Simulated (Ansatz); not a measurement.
Ansatz results at the PBE0-D4/def2-TZVP geometry: HOMO energy (PBE0/def2-TZVPP) -5.45 eV; HOMO–LUMO gap (B3LYP/def2-TZVPP) 2.71 eV; HOMO energy (B3LYP/def2-TZVPP) -5.29 eV.

**Question.** Which molecule gave them?
A. `C[SiH2]OP`
B. `[F][GeH2]/[N]=C/[SiH3]`
C. `[BH2][Al]1[CH2][CH]1C`
D. `[NH2][GaH][CH]=O`

**Answer.** C. The others give `C[SiH2]OP`: -7.13, 6.44, -6.94; `[NH2][GaH][CH]=O`: -6.55, 4.14, -6.36; `[F][GeH2]/[N]=C/[SiH3]`: -7.07, 5.24, -6.87.

B3LYP here is the variant with VWN-RPA as its local correlation; programs differ in this.
